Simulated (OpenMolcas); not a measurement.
**Ti2+: CASPT2 settings compared**

| Property | Result |
| --- | --- |
| Program | OpenMolcas |
| Basis | ANO-RCC-VDZ [5s4p2d] |
| Scalar Hamiltonian | X2C, point nucleus |
| Active space | 2 electrons in 10 orbitals (3d 4d) |
| State averaging | 2S+1 = 3 even, 10 roots; 2S+1 = 1 even, 14 roots kept (CI in the orbitals of an earlier block) |
| Spin-orbit coupling | RASSI with atomic mean-field integrals over the reference wave functions, term energies averaged over their components |

Methods on the same reference wave functions:
A. CASSCF
B. SS-CASPT2, IPEA 0.15 Eh, real shift 0.15 Eh (closed shells correlated: 2s 2p 3s 3p)
C. XMS-CASPT2, IPEA 0.3 Eh, imaginary shift 0.25 Eh (closed shells correlated: 3s 3p)
D. XMS-CASPT2, IPEA 0.35 Eh, real shift 0.2 Eh (closed shells correlated: 2s 2p 3s 3p)

Energies in cm-1 above 3d2 3F2, the measured ground level; measured values from Corliss and Sugar, J. Phys. Chem. Ref. Data 8, 1 (1979).

```csv
Level,A,B,C,D,Measured
3d2 3F2,0.0,0.0,0.0,0.0,0.0
3d2 3F3,197,198,198,198,185
3d2 3F4,454,455,455,455,420
3d2 1D2,10847,8050,8650,8390,8474
3d2 3P0,13005,10620,10690,10600,10538
3d2 3P1,13067,10680,10750,10660,10604
3d2 3P2,13205,10820,10890,10800,10721
3d2 1G4,16726,16050,16150,16130,14398
```

Deviations, from unrounded energies. A percentage is the sum of absolute deviations over the sum of measured energies, with the sign that they share, or ± where signs differ.

| Against measurement | Levels | A | B | C | D |
| --- | --- | --- | --- | --- | --- |
| mean absolute deviation (cm-1) | 7 | 1700 | 340 | 350 | 290 |
| fine structure of the ground term (%) | 2 | +7.5 | +7.9 | +7.8 | +7.8 |
| other terms of the ground configuration (%) | 5 | +22.1 | ±4.3 | +4.4 | ±3.7 |

D lies closest to measurement on these levels and A furthest from it. The largest miss of D in the table is 3d2 1G4, by +1700 cm-1. The ranking rests on the paired levels alone, and a cruder setting can come out closer through cancelling errors.

Among B to D the level of the table that moves most is 3d2 1D2, by 610 cm-1 (lowest in B, highest in C). Moves below CASPT2's spread within the term are not significant.

The mean deviations of B to D differ by less than CASPT2's widest spread within a term (610 cm-1), so their order carries little weight.

From A to B the spin-free energies of the other terms of 3d2 shown, above 3F, scale by factors of 0.74 to 0.96, as is usual when dynamic correlation screens the repulsion within a d or f shell.

The lowest spin-free term lies below A's lowest term by 0.158 hartree in B, 0.145 hartree in C, 0.158 hartree in D.

CASPT2 breaks the degeneracy within a term, and the mean is taken; among the terms shown or strongly mixed into the levels shown the widest spread is 610 cm-1 (3d2 1G, D). Terms from blocks run as CI alone lack orbitals of their own. Active for correlation alone: 4d; no level in the range computed is led by a configuration that fills it, so any true level of that kind is missing. Without dynamic correlation excited terms often stand tens of per cent too high (terms of higher spin than the ground term too low), and those without a measured partner can miss by more than the paired ones (holds for A). Computed and measured levels are paired by configuration, term and J; levels that our copy of the source lacks, or whose pairing is in doubt (as where it misses far off the trend of its configuration), stay unpaired and out of the deviations. Levels of configurations outside the active space are missing.
